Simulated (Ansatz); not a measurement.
Reaction (formal exchange of groups at a B–C bond): `B/C=C/C` + `[CH3][AlH][CH3]` → `B[CH2][AlH][CH3]` + propene

Isolated molecules relaxed with PBE0-D4/def2-TZVP in Ansatz; ΔE leaves out vibrations. CBS: MP2 limit from def2 TZ/QZ plus the TZ coupled-cluster correction, frozen cores. One conformer a species, not always the lowest.

```csv
species,HF/def2-SVP energy (Eh)
`B/C=C/C`,-142.22950
`[CH3][AlH][CH3]`,-321.59474
`B[CH2][AlH][CH3]`,-346.83330
`C=CC`,-116.98993
```

Question: Work out ΔE.

Answer: ΔE = (-346.83330) + (-116.98993) − (-142.22950) − (-321.59474) = 0.00101 Eh = +2.7 kJ/mol. CCSD(T)/CBS gives -12.5 kJ/mol.

Largest T1 diagnostic among the species: 0.011.

In def2-TZVPP, CCSD(T) changes the Hartree–Fock value by −13.7 kJ/mol (the triples alone add −1.2 kJ/mol) and MP2 by −12.6 kJ/mol. Leaving LDA and LC-ωPBE aside and taking each functional with its dispersion term where it has one, the values, not all of them listed here, spread over 6.0 kJ/mol, from PBE-D4 to BHLYP-D4. LDA lies −3.6 kJ/mol from PBE without D4.
